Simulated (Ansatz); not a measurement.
`C=C(O)S[SiH3]`, 11 atoms. Total charge 0; spin multiplicity 1. All runs use 4 threads of an Arm Neoverse V2 on a shared host. Correlated methods freeze the cores.

**Question.** Give the basis size and wall time and peak host memory of each of these runs in Ansatz. RKS B2PLYP (frozen core)/def2-TZVPP energy; RKS PBE0-D4/def2-TZVP relaxation (14 steps); RKS ωB97M-V/def2-SVP energy; RKS r2SCANh-D4/def2-TZVPP energy; RKS ωB97M-V/def2-QZVPP energy; RKS BLYP-D4/def2-TZVPP energy; RKS PBE0-D4/def2-QZVPP energy; RHF-CCSD(T)/def2-TZVPP energy; RKS PBE-D4/def2-TZVPP energy and forces; RHF-CCSD(T)/def2-SVP energy; RKS PBE0-D4/def2-SVP energy; RKS PBE0-D4/def2-TZVP frequencies. (Best estimate.)

**Answer.** Ansatz gave: Other jobs shared the machine, so times are rough.

```
                              level                    job  functions  wall time  peak host memory (GiB)
               RKS PBE0-D4/def2-SVP                 energy        108      1.1 s                    0.49
             RKS BLYP-D4/def2-TZVPP                 energy        261        2 s                    0.36
              RKS PBE-D4/def2-TZVPP      energy and forces        261      2.3 s                    0.36
               RKS ωB97M-V/def2-SVP                 energy        108      3.6 s                    0.49
               RHF-CCSD(T)/def2-SVP                 energy        108      4.2 s                    0.49
RKS B2PLYP (frozen core)/def2-TZVPP                 energy        261      5.5 s                     0.7
          RKS r2SCANh-D4/def2-TZVPP                 energy        261      5.5 s                    0.71
             RKS PBE0-D4/def2-QZVPP                 energy        491      8.5 s                     1.9
             RKS ωB97M-V/def2-QZVPP                 energy        491       18 s                     2.2
              RKS PBE0-D4/def2-TZVP  relaxation (14 steps)        203       46 s                    0.56
              RKS PBE0-D4/def2-TZVP            frequencies        203    2.4 min                    0.56
             RHF-CCSD(T)/def2-TZVPP                 energy        261    2.4 min                       6
```
